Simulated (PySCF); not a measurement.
Constitutional and geometric isomers with formula C2H4S3. Gas-phase values, no solvent. One relaxed conformer stands for each flexible species; it need not be the lowest. Strings in code marks are SMILES.

These are PBE-D3(BJ)/def2-TZVP // PBE0-D3(BJ)/def2-TZVP (PySCF) values and carry that method's errors. All candidates: neutral, multiplicity 1. Excitations are Tamm–Dancoff values on a coarser integration grid. The basis has no diffuse functions, so Rydberg states are missing or too high.

```yaml
LUMO: -3.26 eV
HOMO–LUMO gap: 2.07 eV
brightest of the four lowest singlets (TDA): 3.81 eV
```

Q: Which member has these values?
(A) `S/C=C/SS`
(B) `S=CCSS`
(C) `S/C=C\SS`
(D) `S=C(S)CS`

A: B, `S=CCSS`. The others give `S=C(S)CS`: -3.16 eV, 2.34 eV, 4.70 eV; `S/C=C\SS`: -2.21 eV, 3.22 eV, 4.89 eV; `S/C=C/SS`: -2.01 eV, 3.38 eV, 3.88 eV
